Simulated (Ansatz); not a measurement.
The same path of ClFH4O3Zr (10 atoms, charge 0, multiplicity 1) was run twice with different band settings.

These are results of RKS PBE0/def2-SVP in Ansatz 0.2.0, not measurements.

Relaxed end points:

```xyz
10
Properties=species:S:1:pos:R:3
Zr -0.204 -0.129 0.013
F 0.097 0.031 1.919
O 1.603 -0.235 -0.581
H 2.500 -0.367 -0.883
O -0.900 1.460 -0.784
H -0.973 2.261 -1.301
Cl -1.019 -2.195 -0.994
O -2.312 -0.498 1.063
H -2.659 -1.350 0.762
H -2.179 -0.557 2.019
```

```xyz
10
Properties=species:S:1:pos:R:3
Zr -0.344 0.088 -0.011
F -0.270 0.791 1.801
O 1.461 -0.476 -0.246
H 2.297 -0.710 -0.647
O -0.710 1.672 -1.003
H -0.791 2.371 -1.649
Cl -1.453 -1.562 -1.473
O -1.872 -1.042 1.284
H -2.389 -1.783 0.940
H -1.975 -0.927 2.236
```

Common settings: movable images 5; climbing image yes; spring 5.0 eV/Å²; optimiser quadratic models (default); start path through a guess of the saddle point; iteration limit 60; end points relaxed.

| run | force threshold |
| --- | --- |
| 1 | 0.05 eV/Å |
| 2 | 0.2 eV/Å |

(1) What does each run give, and how far can it be trusted?

Answers

(1) Run 1: converged after 20 iterations, highest image 0.113 eV above the first end. The top lies less than 8 meV above the higher end, about what the thresholds resolve: that end is a shoulder or a very shallow well. A vibrational analysis at the climbing image gives one clearly imaginary mode, 54i cm⁻¹: a first-order saddle point.
Run 2: converged after 15 iterations, highest image 0.113 eV above the first end. The threshold of 0.2 eV/Å is loose, so the images may lie well off the minimum-energy path. The top lies less than 8 meV above the higher end, about what the thresholds resolve: that end is a shoulder or a very shallow well. Another band between the same ends (5 images) ends at a top of the same energy, where a vibrational analysis finds 1 clearly imaginary mode.
